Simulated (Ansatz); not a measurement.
One change: `[SiH3][CH2][AlH][CH2]Cl` becomes `N=[CH][AlH][CH2][SiH3]`.

Ansatz, PBE0-D4/def2-TZVP geometries, multiplicity 1. Each molecule was computed in one conformer, which needn't be the lowest. `[SiH3][CH2][AlH][CH2]Cl` holds a close contact that its SMILES doesn't draw: Cl···Al 2.48 Å.

```tsv
property	`[SiH3][CH2][AlH][CH2]Cl`
HOMO energy (PBE0/def2-TZVPP) / eV	-7.92
LUMO energy (B3LYP/def2-TZVPP) / eV	-0.91
size of the dipole moment (PBE/def2-TZVPP) / D	0.97
HOMO–LUMO gap (PBE0/def2-TZVPP) / eV	7.24
HOMO energy (PBE/def2-TZVPP) / eV	-6.67
size of the dipole moment (B3LYP/def2-TZVPP) / D	0.89
```

(1) Give the same properties after the change, and the shifts. (Best estimate.)

Results:

(1) Ansatz gave: 
```tsv
property	`N=[CH][AlH][CH2][SiH3]`	shift
HOMO energy (PBE0/def2-TZVPP) / eV	-6.75	1.17
LUMO energy (B3LYP/def2-TZVPP) / eV	-2.19	-1.28
size of the dipole moment (PBE/def2-TZVPP) / D	2.27	1.30
HOMO–LUMO gap (PBE0/def2-TZVPP) / eV	4.77	-2.47
HOMO energy (PBE/def2-TZVPP) / eV	-5.40	1.27
size of the dipole moment (B3LYP/def2-TZVPP) / D	2.43	1.54
```

With PBE0 the HOMO rises by 1.17 eV and the LUMO falls by 1.30 eV, so the gap narrows by about 2.47 eV. PBE moves the HOMO by 1.27 eV and ωB97M-V by 1.09 eV. Dipoles are sizes alone; their direction can turn.

B3LYP here is the variant with VWN-RPA as its local correlation; programs differ in this.
